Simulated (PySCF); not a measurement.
How methods differ on the excitation energy of Eu

Eu [Xe] 4f7 6s2 (8S) → Eu [Xe] 4f7 5d2 (10F), as a difference of total energies. All numbers are calculated (PySCF 2.14, the spin-free X2C one-electron Hamiltonian (Gaussian nucleus), in cc-pVDZ-X2C). Correlated levels: valence: [Kr] 4d10 frozen. The calculations carry no spin-orbit coupling.

| method | excitation energy (cm⁻¹) |
| --- | --- |
| UHF | 30373 |
| MP2 (valence) | 33774 |
| SCS-MP2 (valence) | 36369 |
| CCSD (valence) | 34584 |
| CCSD(T) (valence) | 35254 |

A first-order spin-orbit estimate (lowest level to lowest level, LS coupling) adds -0.112 eV.
